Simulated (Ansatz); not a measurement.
Basis sets compared for the cluster Be₅Te₅⁻. Charge -1, multiplicity 2. Geometry PBE-D4/def2-SVP. Ansatz on 4 threads of Arm Neoverse V2 on a shared host; times are rough, and most runs start from earlier orbitals.

```xyz
10

Be    0.744   -1.462   -1.035
Be    0.696   -0.082    1.223
Be    0.699    0.887   -0.876
Be   -0.870    1.564    0.965
Be   -1.202   -0.768    0.091
Te    2.324   -0.279   -2.154
Te    1.471    2.162    1.075
Te   -1.719    1.261   -1.223
Te   -0.834   -3.020   -0.557
Te   -1.309   -0.261    2.491
```

In the def2 sets Te takes a core potential; there is no spin–orbit coupling. The structure comes from a short search, and lower isomers may exist.

```tsv
level	functions	energy (Eh)	HOMO (eV)	LUMO (eV)	wall time
PBE-D4/def2-SVP	175	-1414.0808	-1.33	-1.02	9 s
PBE0-D4/def2-SVP (with forces)	175	-1414.2027	-2.17	-0.61	23 s
```

Q: Estimate the rows for PBE-D4/def2-SVPD, PBE0-D4/def2-SVPD.

A: 
```
            level  functions  energy (Eh)  HOMO (eV)  LUMO (eV)  wall time
 PBE-D4/def2-SVPD        235   -1414.0912      -1.50      -1.17       16 s
PBE0-D4/def2-SVPD        235   -1414.2115      -2.28      -0.71       29 s
```
